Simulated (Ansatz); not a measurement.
Born–Oppenheimer molecular dynamics of H8OSiSn (11 atoms, charge 0, multiplicity 1). It starts at the highest image of a converged band. Of that band: Neighbouring images differ by up to 1.6 eV, so the band resolves the path poorly. A vibrational analysis at the climbing image gives one clearly imaginary mode, 857i cm⁻¹: a first-order saddle point.

Theory: RKS B3LYP/def2-SVP in Ansatz 0.2.0.

| Item | Value |
| --- | --- |
| ensemble | NVE (velocity Verlet) |
| time step | 0.5 fs |
| steps asked | 200 |
| starting velocities drawn for | 100 K |
| seed | 5287 |

First frame:

```xyz
11
Properties=species:S:1:pos:R:3
Sn 0.016 0.113 -0.132
O -0.043 0.043 2.050
H -0.911 -0.050 2.487
H 1.557 0.697 -0.566
H -1.161 1.373 -0.167
H -0.593 -1.244 -0.979
Si 1.526 -2.476 1.245
H 0.658 -3.659 0.911
H 2.481 -2.366 0.086
H 2.381 -2.914 2.403
H 0.519 -0.941 1.981
```

(1) How far do the bonds stretch over the last three quarters of this one trajectory? (Pairs bonded in most of those frames.)

## Answers

(1) 
```
   bond  mean (Å)  spread (Å)  shortest  longest
 Sn1–H4     1.722       0.008      1.71     1.74
 Sn1–H5     1.735       0.036      1.68     1.79
 Sn1–H6     1.738       0.020      1.69     1.77
  O2–H3     0.970       0.003      0.96     0.98
 O2–H11     0.974       0.011      0.96     1.01
 Si7–H8     1.499       0.024      1.46     1.54
 Si7–H9     1.498       0.013      1.48     1.52
Si7–H10     1.501       0.016      1.47     1.53
```

Mean temperature of the second half: 1119 K. The conserved energy stayed within 0.03 meV per atom of its start (net change 0.016 meV per atom), so the integration is sound. The kinetic energy rose, since the run started high on the potential surface and went downhill. It ends in pieces (H2O + H6SiSn), so much of that is their flight and rotation, not heat. A run of 0.1 ps of so small a system gives no equilibrium averages. The orbitals stay closed-shell, which can raise the energy where a bond breaks towards radicals; this wasn't checked here.

Run time: 3.7 min on 2 threads of AMD EPYC 9R45 96-Core Processor (Zen 5), with other jobs on the host, peak memory 0.23 GiB.
